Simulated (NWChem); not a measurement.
Everything below was run with NWChem. System: ammonia borane (H$_{6}$BN), charge 0, spin multiplicity 1, at a geometry optimised with PBE0/def2-SVP. Level: G0W0@PBE0/def2-SVPD, RI basis def2-svpd-rifit.

Job file:

```
start mol
memory heap 200 mb stack 700 mb global 1700 mb
geometry units angstroms nocenter noautoz
  B      0.913431    -0.069469     0.000000
  N     -0.717557     0.054575     0.000000
  H      1.327658     1.082644     0.000000
  H      1.193401    -0.682578    -1.022100
  H      1.193401    -0.682578     1.022100
  H     -1.050182     0.556865     0.823799
  H     -1.158358    -0.865896     0.000000
  H     -1.050182     0.556865    -0.823799
  symmetry group Cs
end
basis spherical
  * library def2-svpd
end
basis "ri basis" bse spherical
  * library def2-svpd-rifit
end
dft
  xc pbe0
  iterations 100
  direct
  tolerances tight
end
task dft energy
gw
  states alpha occ 4 vir 2
end
task dft gw
```

NWChem printed:

```
             Northwest Computational Chemistry Package (NWChem) 7.3.0
             --------------------------------------------------------

                                NWChem Input Module
                                -------------------

 Scaling coordinates for geometry "geometry" by  1.889725989
 (inverse scale =  0.529177249)

 Turning off AUTOSYM since
 SYMMETRY directive was detected!

                             Geometry "geometry" -> ""
                             -------------------------

 Output coordinates in angstroms (scale by  1.889725989 to convert to a.u.)

  No.       Tag          Charge          X              Y              Z
 ---- ---------------- ---------- -------------- -------------- --------------
    1 B                    5.0000     0.91343100    -0.06946900     0.00000000
    2 N                    7.0000    -0.71755700     0.05457500     0.00000000
    3 H                    1.0000     1.32765800     1.08264400     0.00000000
    4 H                    1.0000     1.19340100    -0.68257800    -1.02210000
    5 H                    1.0000     1.19340100    -0.68257800     1.02210000
    6 H                    1.0000    -1.05018200     0.55686500     0.82379900
    7 H                    1.0000    -1.15835800    -0.86589600     0.00000000
    8 H                    1.0000    -1.05018200     0.55686500    -0.82379900

 Effective nuclear repulsion energy (a.u.)      40.6037053468

            Nuclear Dipole moment (a.u.)
            ----------------------------
        X                 Y               Z
 ---------------- ---------------- ----------------
    -0.0000113384     0.0000037795     0.0000000000

      Symmetry information
      --------------------

 Group name             Cs
 Group number              2
 Group order               2
 No. of unique centers     6

      Symmetry unique atoms

     1    2    3    4    6    7


 Summary of "ao basis" -> "" (spherical)
 ------------------------------------------------------------------------------
       Tag                 Description            Shells   Functions and Types
[...]
           0.000000000000           0.000000000000         100.729170894866

     Multipole analysis of the density
     ---------------------------------

     L   x y z        total         alpha         beta         nuclear
     -   - - -        -----         -----         ----         -------
     0   0 0 0     -0.000000     -9.000000     -9.000000     18.000000

     1   1 0 0     -2.127823     -1.063906     -1.063906     -0.000011
     1   0 1 0      0.161833      0.080915      0.080915      0.000004
     1   0 0 1     -0.000000     -0.000000     -0.000000      0.000000

     2   2 0 0    -12.330104    -34.616869    -34.616869     56.903634
     2   1 1 0      0.015372      1.703584      1.703584     -3.391795
     2   1 0 1     -0.000000     -0.000000     -0.000000      0.000000
     2   0 2 0    -12.128857    -12.347529    -12.347529     12.566202
     2   0 1 1     -0.000000     -0.000000     -0.000000      0.000000
     2   0 0 2    -12.127729    -12.217998    -12.217998     12.308267

 Task  times  cpu:        3.3s     wall:        3.3s

                                NWChem Input Module
                                -------------------

                                 NWChem GW Module
                                 ----------------

                             ***********************
                             ***        GW       ***
                             ***********************

 Summary of "ri basis" -> "ri basis" (spherical)
 ------------------------------------------------------------------------------
       Tag                 Description            Shells   Functions and Types
 ---------------- ------------------------------  ------  ---------------------
 B                      def2-svpd-rifit             20       64   7s6p5d2f
 N                      def2-svpd-rifit             20       64   7s6p5d2f
 H                      def2-svpd-rifit              9       23   4s3p2d

                 Memory Information
                 ------------------
          Available GA per process is          1699.9 MBs
          Available stack per process is        700.0 MBs
          Available heap per process is           0.0 MBs

          Peak memory in Initialization
              Peak GA per process is                  2.6 MBs
              Peak stack per process is               0.1 MBs
              Peak heap per process is                2.7 MBs
              Memory not in MA per process            0.0 MBs

          Peak memory in AFF Calculation
              Peak GA per process is                  7.2 MBs
              Peak stack per process is               3.9 MBs
              Peak heap per process is                0.0 MBs
              Memory not in MA per process            3.9 MBs

          Computing 2-center integrals
          Computing Inverse Cholesky factor
          Computing 3-center integrals
          Computing V_xc ...

          Computing Sigma_x
          Computing RPA polarizability
          Solving quasiparticle equations

                  Alpha Orbitals
          State     Energy (eV)     Error (eV)
          -----------------------------------
@GW         6        -16.607           0.005
@GW         7        -12.391           0.002
@GW         8        -10.273           0.002
@GW         9        -10.273           0.002
@GW        10          1.383           0.003
@GW        11          2.885           0.002

   Applying  -2.5303 eV scissor-shift to rest of particle states

   Applying   1.6397 eV scissor-shift to rest of hole states

     GW Timing Statistics
   ------------------------
   Init.   :          0.0s
     ERIs  :          0.4s
     Distr.:          0.0s
     Vxc   :          0.4s
   Sigma_x :          0.0s
   RPA     :          0.1s
   Wmn     :          0.0s
   Sigma_c :          0.0s
   GW total:          0.9s

 Task  times  cpu:        0.9s     wall:        0.9s

 Total times  cpu:        4.3s     wall:        4.3s
```
